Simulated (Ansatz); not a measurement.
Frontier orbitals of ClGeH$_{3}$OSi, SMILES `Cl[SiH]1[O][GeH2]1`.

```xyz
7

Cl    0.501    1.634   -2.131
Si    0.828    0.362   -0.572
O     0.024   -1.060   -0.595
Ge   -0.789   -0.197    0.896
H     2.286    0.330   -0.337
H    -0.570   -1.063    2.145
H    -2.281   -0.005    0.594
```

The species carries charge 0 and has multiplicity 1. Correlated methods include outer-core shells of Ge, which these sets cover unevenly. Scalar relativity is left out up to krypton. The structure was optimised at the PBE0-D4/def2-TZVP level. Basis def2-TZVPP, the Gaussian-basis code of Ansatz.

| functional | HOMO (eV) | LUMO (eV) | gap (eV) |
| --- | --- | --- | --- |
| PBE | -6.11 | -2.12 | 3.99 |
| r2SCAN | -6.35 | -1.93 | 4.42 |
| PBE0 | -7.20 | -1.32 | 5.88 |
| r2SCAN0 | -7.36 | -1.22 | 6.14 |
| ωB97M-V | -9.23 | 0.52 | 9.75 |
| HF | -9.70 | 1.92 | 11.62 |

A quarter of exact exchange (PBE0) shifts PBE's HOMO by −1.09 eV and its LUMO by +0.80 eV; full exchange at long range (ωB97M-V) shifts them by −3.12 and +2.64 eV. The gap opens from 3.99 to 9.75 eV, since occupied levels lose self-interaction and empty ones feel all the electrons. A positive LUMO is unbound and depends on the basis.
